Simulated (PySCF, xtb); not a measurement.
C₂H₉AlN₂, SMILES C[N](C)[AlH][NH2].

xtb with GFN2-xTB at its own geometry gives an orbital gap of 3.59 eV and a dipole moment of 1.31 D.

Geometry: TPSSh-D3(BJ)/def2-SVP. The structure was generated by enumeration; whether it is a known compound was not checked. Other conformers were not sampled.

### Question
What does PBE0/def2-TZVP run with PySCF give? (Estimate from the structure and the level; the computed values follow.)

### Answer
gap 6.37 eV (levels -6.10 and 0.27 eV), dipole 1.04 D.
